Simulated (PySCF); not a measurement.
CH₂O, SMILES [H]/[C-]=[O+]/[H].

Coordinates come from a ωB97X-D3(BJ)/def2-TZVPD optimisation.

Two levels are set side by side: PBE/def2-TZVPD (PySCF) and B3LYP/def2-TZVPD (PySCF). Same geometry, gas phase. Differences are taken from unrounded values.

```json
[
 {"quantity": "orbital gap (eV)", "B3LYP": "4.43", "PBE": "2.18", "PBE minus B3LYP": "-2.25"},
 {"quantity": "highest occupied level (eV)", "B3LYP": "-6.31", "PBE": "-5.03", "PBE minus B3LYP": "1.27"},
 {"quantity": "lowest empty level (eV)", "B3LYP": "-1.87", "PBE": "-2.85", "PBE minus B3LYP": "-0.98"},
 {"quantity": "dipole moment (D)", "B3LYP": "1.64", "PBE": "1.79", "PBE minus B3LYP": "0.15"},
 {"quantity": "mean polarisability (bohr³)", "B3LYP": "20.6", "PBE": "21.5", "PBE minus B3LYP": "0.9"}
]
```

Without exact exchange PBE keeps part of each electron's self-repulsion, which lifts occupied levels and narrows the gap. PBE's more diffuse valence density responds more strongly to a field. Differences between two approximate levels are no errors against the true value.

Rough cost on one machine, each run with all the roots and properties that it gave: B3LYP against PBE within a factor of 2.
